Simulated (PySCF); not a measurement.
Dipole response of Al (aluminium, neutral)

[Ne] 3s1 3p2, high-spin 4P determinant (an excited configuration). All numbers are calculated (PySCF 2.14, the non-relativistic Hamiltonian (point nucleus), in aug-cc-pV(Q+d)Z). Coupled (time-dependent) response in atomic units; α is the mean over directions.

```csv
method,mean α (bohr³),"α xx, yy, zz",C₆ (like pair),S(−4)
UHF,56.02,"49.04, 59.50, 59.50",494.9,1416
PBE,63.65,"52.07, 69.43, 69.43",574.3,2145
PBE0,60.15,"50.39, 65.03, 65.03",536.7,1799
BLYP,66.29,"52.90, 72.98, 72.98",601.0,2446
```

S(−4) is the Cauchy moment in α(ω) = α(0) + S(−4) ω² + …

α(iu) at UHF:

```
u (hartree)  α(iu) (bohr³)
          0          56.02
     0.0500          52.72
      0.100          45.03
      0.200          29.16
      0.300          18.78
      0.500          9.050
      0.750          4.642
       1.00          2.840
       1.50          1.431
       2.00         0.8986
       3.00         0.4837
       5.00         0.2281
```

A single London oscillator, α(iu) = α/(1 + u²/ω²), gives C₆ = (3/4) ω α². Matching the computed C₆ needs ω = 4 × 494.9 / (3 × 56.02²) = 0.210 hartree.

The components differ because the open shell of this determinant is not spherical; for a pure term their mean is the scalar polarisability.
